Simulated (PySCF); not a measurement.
Atoms are numbered as in `[CH3:1][Al-:2]([CH3:3])([CH3:4])[P+:5]([CH3:6])([CH3:7])[CH3:8]`. Hydrogens are named by the atom that carries them.

Theoretical values (PySCF 2.14.0 with density-fitted response routines): geometry: PBE0-D3(BJ)/def2-SVP, GIAO B97-2/pcSseg-1 shieldings. A single conformation, averaged over atoms made equivalent by symmetry, fast rotation or ring inversion, non-relativistic, no solvent model.

Question: Predict the 2D correlation tables (HSQC, COSY, HMBC).

Answer: 

HSQC (one-bond C–H):
```tsv
δH	δC
1.08 (H(C6)/H(C7)/H(C8))	11.2 (C6/C7/C8)
-0.91 (H(C1)/H(C3)/H(C4))	-13.1 (C1/C3/C4)
```

HMBC (two and three bonds, from the bond graph):
```tsv
δH	δC
1.08 (H(C6)/H(C7)/H(C8))	11.2 (C6/C7/C8)
-0.91 (H(C1)/H(C3)/H(C4))	-13.1 (C1/C3/C4)
```

No COSY cross peaks are expected.

Chemical shifts δ = σref − σ; 1H (31.38 ppm) and 13C (183.69 ppm) against TMS, all at this level.

Shifts are as computed. Against solution values, carbons near 30 ppm lie about +1 ppm off and those near 130 ppm about +2 ppm. Of 1211 compounds with measured shifts, 218 miss one by over three times the rms of a fit or turn the order of signals round; such compounds aren't used in these exercises.
